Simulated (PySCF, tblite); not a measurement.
Isomers of C3H9FOSi3, one GFN2-xTB conformer each. Single-point energies are computed at PBE0/pcSseg-1 (PySCF, gas phase, no added dispersion term), electronic only.

```csv
SMILES,GFN2-xTB relative energy (kJ/mol)
COC1=C([SiH3])[Si@@H](F)[SiH2]1,46.3
C=C(F)[Si]1(C)[SiH2]O[SiH2]1,0.0
```

Conformers: `[CH3:1][O:2][C:3]1=[C:4]([SiH3:5])[Si@@H:6]([F:7])[SiH2:8]1` with C1–O2–C3–C4 -177°; `[CH2:1]=[C:2]([F:3])[Si:4]1([CH3:5])[SiH2:6][O:7][SiH2:8]1` with C1–C2–Si4–C5 0°.

Question: What does PBE0/pcSseg-1 give for the same structures?

Answer: 
```
                         SMILES  PBE0/pcSseg-1 E (Eh)  PBE0/pcSseg-1 (kJ/mol)  GFN2-xTB (kJ/mol)  point group
   C=C(F)[Si]1(C)[SiH2]O[SiH2]1           -1162.56786                     0.0                0.0           Cs
COC1=C([SiH3])[Si@@H](F)[SiH2]1           -1162.54442                    61.5               46.3           C1
```

Both levels put the same isomer lowest. As drawn, the lower has an Si–O bond, which the higher lacks; the higher has an Si–F bond, which the lower lacks.

Question: Which frontier levels, dipoles and rotational constants go with these structures?

Answer: 
```
                         SMILES  HOMO (eV, PBE0/pcSseg-1)  LUMO (eV)  dipole (D)       A, B, C (MHz)
   C=C(F)[Si]1(C)[SiH2]O[SiH2]1                     -7.30      -1.05        3.19  1621, 844.1, 782.3
COC1=C([SiH3])[Si@@H](F)[SiH2]1                     -7.24      -0.85        3.32   1306, 1025, 616.6
```

Question: What happens when harmonic zero-point energies from GFN2-xTB frequencies are added?

Answer: 
| SMILES | ZPE (kJ/mol) | electronic (kJ/mol) | with ZPE (kJ/mol) |
| --- | --- | --- | --- |
| C=C(F)[Si]1(C)[SiH2]O[SiH2]1 | 283.0 | 0.0 | 0.0 |
| COC1=C([SiH3])[Si@@H](F)[SiH2]1 | 271.1 | 61.5 | 49.7 |

The zero-point energies span 11.9 kJ/mol. The order is unchanged.

Question: As an exercise, what shares would exp(−E/RT) give at 2000 K from these electronic energies alone (no entropy, no degeneracies)?

Answer: RT = 16.629 kJ/mol: C=C(F)[Si]1(C)[SiH2]O[SiH2]1 97.6 %, COC1=C([SiH3])[Si@@H](F)[SiH2]1 2.4 %.
